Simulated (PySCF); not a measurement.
# ZrCl⁻ at ωB97M-V

Level: ωB97M-V. Zr def2-TZVPPD with ECP28, Cl def2-TZVPPD; scalar-relativistic core potentials (PySCF 2.14).

* state: ³Σ⁻ (triplet), unpaired electrons δ ↑↑
* bond length: 2.443 Å
* harmonic wavenumber: 306 cm⁻¹
* force constant: 1.38 mdyn/Å
* rotational constant Be: 0.1122 cm⁻¹
* anharmonicity ωexe: 1.44 cm⁻¹
* vibration–rotation constant αe: 0.000657 cm⁻¹
* bond order (Mayer): 0.47
* dipole moment (positive dipole points towards Cl; it is taken about the centre of mass and depends on that origin): 1.20 D

De is left out where the level can put another filling of the metal’s s and d shells below the measured ground configuration, by anything from nothing to about 1 eV. Spin–orbit coupling is left out, which matters for elements this heavy, above all for dissociation energies. With d or f electrons several states lie close, and the lowest PBE0 determinant need not be the measured ground state.
